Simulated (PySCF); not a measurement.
**Fe(20+) (iron, charge +20) across methods**

[He] 2s2 2p2, high-spin 3P determinant. Computed with PySCF 2.14 in an even-tempered Gaussian basis (17 s from 4.2 bohr⁻², ratio 2.2; 11 p from 5.5 bohr⁻², ratio 2.2; 6 d from 24 bohr⁻², ratio 2.4; 5 f from 35 bohr⁻², ratio 2.4; 4 g from 53 bohr⁻², ratio 2.4), with no relativity, point nucleus.

```csv
method,E (hartree),mean ε 2s α (eV),mean ε 2s β (eV),mean ε 2p α (eV),Σ⟨r²⟩ (bohr²),⟨S²⟩
PBE,-932.241,-1700.8,-1681.2,-1630.0,0.2687,2.000
PBE0,-932.297,-1714.5,-1690.2,-1643.2,0.2686,2.000
r2SCAN0,-932.440,-1719.3,-1691.5,-1647.7,0.2685,2.000
PW91,-932.392,-1701.2,-1681.6,-1630.7,0.2687,2.000
UHF,-932.29104,-1754.8,-1715.1,-1681.8,0.2684,2.000
LDA,-930.053,-1698.2,-1678.6,-1627.9,0.2692,2.000
r2SCAN,-932.427,-1707.2,-1683.2,-1636.1,0.2685,2.000
```
